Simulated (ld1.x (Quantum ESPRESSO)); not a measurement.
## u(r) = r·R(r): atom against pseudo-atom (nitrogen (N))

Columns: radius, all-electron u(r) and pseudo u(r) of the 2p shell (level -20.60 eV) of nitrogen in the configuration [He] 2s2 2p2; PBEsol, scalar-relativistic, RRKJ scheme, ld1.x (Quantum ESPRESSO) 7.5.

```tsv
r (bohr)	all-electron	pseudo
0.057	0.0306	0.0150
0.115	0.1030	0.0599
0.172	0.1929	0.1292
0.230	0.2901	0.2193
0.288	0.3852	0.3214
0.345	0.4720	0.4253
0.402	0.5500	0.5249
0.460	0.6194	0.6155
0.518	0.6786	0.6911
0.575	0.7272	0.7489
0.632	0.7667	0.7909
0.690	0.7977	0.8196
0.747	0.8200	0.8368
0.805	0.8352	0.8461
0.862	0.8436	0.8494
0.920	0.8462	0.8486
0.977	0.8437	0.8444
1.035	0.8368	0.8369
1.092	0.8263	0.8263
1.150	0.8125	0.8125
1.208	0.7960	0.7960
1.265	0.7777	0.7777
1.322	0.7577	0.7577
1.380	0.7360	0.7360
1.438	0.7133	0.7133
1.495	0.6903	0.6903
```

Problem. How many radial nodes do the two functions have?

Solution. The all-electron 2p function has n − l − 1 = 0; the pseudo-wave has 0.

Problem. At about which radius was the pseudo-wave matched?

Solution. 1.15 bohr. The columns agree to 0.0005 from 1.03 bohr on; several derivatives are matched, so the curves merge somewhat inside the radius.

Problem. Where does each function peak?

Solution. Outermost all-electron maximum near 0.92 bohr, pseudo maximum near 0.86 bohr (to the table’s step).

Problem. Is the pseudo-wave norm-conserving?

Solution. Yes: the RRKJ scheme keeps the norm inside the radius equal to the all-electron one, which fixes the energy derivative of the logarithmic derivative at the level.
